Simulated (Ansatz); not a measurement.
Br₄Ti, charge -1, doublet, at a GFN2-xTB geometry of the parent state (such geometries of metal compounds can be far from the true shape) (a state made from the parent by changing its charge; the spin is typed, not shown lowest) (a gas-phase anion, which may not be bound at this level); HF/3-21G (Ansatz, an electronic-structure program).

Ansatz was given this input:
Ansatz 0.2 input:
```yaml
crystal:
  periodic: [false, false, false]
  atoms:
    - {symbol: Ti, position_ang: [0.00000000, -0.00000000, -0.00000000]}
    - {symbol: Br, position_ang: [1.83794983, -0.53139887, -1.35186813]}
    - {symbol: Br, position_ang: [0.72230671, 0.33639849, 2.20297545]}
    - {symbol: Br, position_ang: [-1.01547847, 1.95528935, -0.79601435]}
    - {symbol: Br, position_ang: [-1.54477807, -1.76028897, -0.05509298]}
basis:
  gaussian:
    orbitals: 3-21G.json
hamiltonian:
  xc: hf
total_charge: -1
magnetization: {spin_polarized: true, initial_magnetization: 1}
```
The basis file holds 3-21G in the JSON format of the Basis Set Exchange.

What the program printed (banner, timings and long lists left out):

```
Functional definition: HF
1046 factors; integrals over basis functions are off by at most 4.1e-4 eV
mean field evaluation 1: about -301617.0036 eV, gradient 3.4e1 eV
mean field evaluation 2: about -301617.0339 eV, gradient 3.4e1 eV
mean field evaluation 4: about -301614.3257 eV, gradient 6.8e1 eV
mean field evaluation 8: about -301635.5118 eV, gradient 1.1e-1 eV
mean field evaluation 16: about -301635.5107 eV, gradient 3.9e-6 eV
mean field evaluation 32: about -301635.4914 eV, gradient 3.9e-3 eV
mean field evaluation 64: about -301635.2353 eV, gradient 6.9e-1 eV
mean field evaluation 96: about -301635.4289 eV, gradient 3.8e0 eV
mean field evaluation 128: about -301630.5916 eV, gradient 3.0e0 eV
mean field evaluation 160: about -301628.1717 eV, gradient 1.3e1 eV
mean field evaluation 192: about -301635.5106 eV, gradient 1.0e-1 eV
mean field evaluation 224: about -301635.5107 eV, gradient 3.3e-5 eV
mean field -301635.51071903 eV, -11084.9005630320 hartree, gradient 2.4e-6 eV, S^2 0.753714; 5 other end points of the search recorded, 0 dependent functions left out
reference -301635.51071903 eV, -11084.9005630320 hartree; 82, 81 occupied and 39, 40 virtual orbitals, 1046 factors
Total energy: -301635.51071903 eV, -11084.9005630320 hartree
```
